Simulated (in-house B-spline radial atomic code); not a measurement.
Spin-orbit splittings of orbital energies (j = l + 1/2 less j = l - 1/2) and ratios of mean radii (lower j over upper j) along the 23-electron series, configuration [Ar] 3d5. Computed with a B-spline radial code for spherical atoms: Dirac-Hartree-Fock, average of the configuration, finite nuclei.

```
 ion   Z  splitting of 2p (eV)  radius ratio of 2p  splitting of 3p (eV)  radius ratio of 3p  splitting of 3d (eV)  radius ratio of 3d
 Cr+  24                8.8189             0.98933                1.0924             0.99126                0.0815             0.99537
Mn2+  25                10.619             0.98842                1.3567             0.99084               0.12193             0.99623
Fe3+  26                     ?                   ?                     ?                   ?                     ?                   ?
Co4+  27                     ?                   ?                     ?                   ?                     ?                   ?
Ni5+  28                17.717             0.98546                2.5268             0.98958               0.31868             0.99654
Cu6+  29                20.742             0.98439                3.0618             0.98909               0.41418             0.99645
Zn7+  30                24.146             0.98329                 3.681             0.98855               0.52781             0.99632
Ga8+  31                27.962             0.98215                4.3925             0.98799               0.66167             0.99615
```

(1) Fill in the row of Fe3+.

(2) Fill in the row of Co4+.

(3) With what power of Z does the column «splitting of 3p (eV)» change over this range?

## Answers

(1) splitting of 2p (eV): 12.684; radius ratio of 2p: 0.98747; splitting of 3p (eV): 1.6806; radius ratio of 3p: 0.99045; splitting of 3d (eV): 0.17428; radius ratio of 3d: 0.99651.

(2) splitting of 2p (eV): 15.041; radius ratio of 2p: 0.98648; splitting of 3p (eV): 2.0687; radius ratio of 3p: 0.99004; splitting of 3d (eV): 0.23933; radius ratio of 3d: 0.99658.

(3) A fit of the logarithm of its size against log Z from Z = 24 to 31 has slope 5.45. An unscreened hydrogenic electron would give 4 at low Z; screening makes the apparent power larger near the neutral end, and relativity raises it again at high Z.
